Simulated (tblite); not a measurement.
Run record: molecular-dynamics run, diethyl sulfone, `CCS(=O)(=O)CC`.

Computed with GFN2-xTB (tblite), gas phase: Langevin dynamics at 200 K from the optimised GFN2-xTB geometry, time step 0.5 fs, friction 0.01 fs⁻¹, 2000 steps. A driver script takes a list of jobs; this job's settings line and coordinates (Å) are shown. «temperature» is in K, «steps» counts time steps and «every» is the stride of the printed frames; «frames» go on to single points.

Command:
```bash
OMP_NUM_THREADS=1 python probes_run.py task.json out
```

Input:
```
{"job": {"kind": "md", "xc": "GFN2-xTB", "basis": "xTB", "temperature": 200, "steps": 2000, "every": 50, "frames": 5}, "charge": 0, "multiplicity": 1}
C      2.699134     0.081221     0.220926
C      1.410504    -0.644976    -0.096928
S      0.028020     0.446956     0.396203
O      0.077336     0.628044     1.821609
O      0.065432     1.627132    -0.424028
C     -1.483977    -0.497094    -0.015110
C     -2.672261     0.355805     0.371954
H      2.734442     0.304487     1.284599
H      2.727885     1.020555    -0.326125
H      3.567154    -0.517294    -0.048557
H      1.302010    -1.562948     0.473447
H      1.294498    -0.835276    -1.160078
H     -1.448986    -0.694367    -1.082742
H     -1.436671    -1.423447     0.550278
H     -2.626678     0.578669     1.435347
H     -2.634612     1.294635    -0.175578
H     -3.610228    -0.150072     0.151428
```

Output:
```
t/fs     T/K      E/eV
    0.0   172.7   -680.90545
   25.0   144.5   -680.65272
   50.0   198.6   -680.61475
   75.0   169.5   -680.54733
  100.0   152.2   -680.59175
  125.0   195.7   -680.53925
  150.0   181.9   -680.63470
  175.0   158.5   -680.45684
  200.0   199.9   -680.49325
  225.0   185.0   -680.41560
  250.0   243.9   -680.47731
  275.0   208.5   -680.41258
  300.0   209.1   -680.44083
  325.0   296.0   -680.62241
  350.0   248.2   -680.63567
  375.0   197.5   -680.52642
  400.0   200.6   -680.50850
  425.0   237.1   -680.55590
  450.0   227.9   -680.53046
  475.0   201.2   -680.41869
  500.0   194.4   -680.45977
  525.0   174.9   -680.35566
  550.0   141.1   -680.26102
  575.0   207.0   -680.29998
  600.0   181.6   -680.45750
  625.0   210.9   -680.56286
  650.0   157.4   -680.54749
  675.0   188.6   -680.59856
  700.0   195.8   -680.55664
  725.0   189.3   -680.48147
  750.0   270.3   -680.48294
  775.0   231.1   -680.51203
  800.0   238.9   -680.52180
  825.0   169.8   -680.37892
  850.0   201.1   -680.54756
  875.0   205.9   -680.44843
  900.0   286.0   -680.50969
  925.0   222.9   -680.47714
  950.0   185.0   -680.45783
  975.0   258.3   -680.53036
 1000.0   234.9   -680.44553
```

E is the potential energy; T comes from the kinetic energy over all 3N coordinates.

Question: Sum up the printed frames.

Answer: 41 frames over 1000 fs. T runs from 141 K (550 fs) to 296 K (325 fs), with a mean of 204 K over all frames and 207 K from 500 fs on. E starts at -680.905 eV, peaks 0.644 eV above that at 550 fs, and averages 0.434 eV above it from 500 fs on.

Question: Give the last frame.

Answer: 0.41 Å rms from the start after alignment:
```
atom  x, y, z in Å
C1      1.861    1.346    1.589
C2      0.862    0.363    0.935
S3     -0.878    0.881    0.878
O4     -1.142    1.641    2.107
O5     -1.161    1.529   -0.391
C6     -1.870   -0.602    1.101
C7     -3.254   -0.016    0.948
H8      1.588    1.409    2.691
H9      1.849    2.312    1.156
H10     2.864    0.957    1.507
H11     0.907   -0.632    1.455
H12     1.233    0.114   -0.084
H13    -1.644   -1.338    0.374
H14    -1.679   -1.116    2.029
H15    -3.363    0.835    1.657
H16    -3.381    0.395   -0.063
H17    -4.043   -0.727    1.105
```

Question: Estimate the wall time. Hardware: an Intel Xeon Platinum 8375C at 2.90 GHz with one thread, on a shared host. And the peak memory of the process?

Answer: About 13 s, with 0.18 GiB resident at the peak, the Python interpreter and its libraries included.
